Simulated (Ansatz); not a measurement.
**Ansatz input wanted**

GeTe+: 2 atoms, total charge +1, spin state doublet. As SMILES of the parent species, `[Ge][Te]`. Geometry: optimised at r2SCAN/def2-TZVP.

```xyz
2

Ge    0.0000    0.0000   -0.0015
Te    0.0000    0.0000    2.3417
```

Settings wanted:

* basis set: def2-TZVP
* core potential: def2-TZVP
* integral approximation: automatic
* task: energy
* method: DFT
* functional: r2SCAN
* dispersion: none
* reference: UKS
* relativity: none
* accuracy: medium

Problem. Give an Ansatz 0.2.0 job that does this.

Solution. This one ran through:

job.yaml:
```yaml
crystal:
  periodic: [false, false, false]
  atoms:
    - {symbol: Ge, position_ang: [-0.000000, 0.000000, -0.001528]}
    - {symbol: Te, position_ang: [0.000000, -0.000000, 2.341693]}
basis:
  gaussian:
    orbitals: def2-TZVP
total_charge: 1
magnetization:
  spin_polarized: true
  initial_magnetization: 1
hamiltonian:
  xc: {name: r2SCAN}
```

```bash
$ ansatz run job.yaml --threads 1 --pin off --max-ram 3480MiB --events-out events.jsonl --progress --plain --runs-dir runs
```

Calculated total energy: -2344.81895 Eh.
